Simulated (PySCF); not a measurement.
Compound: (F2P)2Te, F₄P₂Te.
Bonds: F1–P2, P2–F3, P2–Te4, Te4–P5, P5–F6, P5–F7.

Level of theory: PBE0-D3(BJ)/def2-SVP geometry optimisation, gas phase, def2 core potentials past Kr (PySCF 2.14.0).

Question: List the bond lengths, angles and torsions at this level.

Answer: 
```json
{"bond": "F1–P2 and 3 like bonds", "length (bohr)": "3.039"}
{"bond": "P2–Te4, Te4–P5", "length (bohr)": "4.742"}
```

Bonds in one row agree within 0.02 bohr and their mean is given. A selection of angles:
```json
{"angle": "F1–P2–F3", "degrees": "96.5"}
{"angle": "F1–P2–Te4", "degrees": "99.7"}
{"angle": "P2–Te4–P5", "degrees": "85.4"}
```

Torsions: F1–P2–Te4–P5 132° (anticlinal); P2–Te4–P5–F6 -130° (anticlinal).

P2 (three-coordinate phosphorus) is pyramidal (angles 99.7°, 99.6° and 96.5°, sum 295.9°, 0.88 Å off the plane of its three neighbours). All 4 F–P bonds measure 1.608 Å.

Point group: C2v (every atom within 0.08 Å of its image). Whether it is a minimum is left open (no frequencies). The numbers are those of one conformer.

Time: 34 s of wall time; peak memory 0.50 GiB. Hardware: an Arm Neoverse V2 with one thread, no GPU, shared host with 96 logical CPUs at a one-minute load of 38. That covers the optimisation of the geometry.
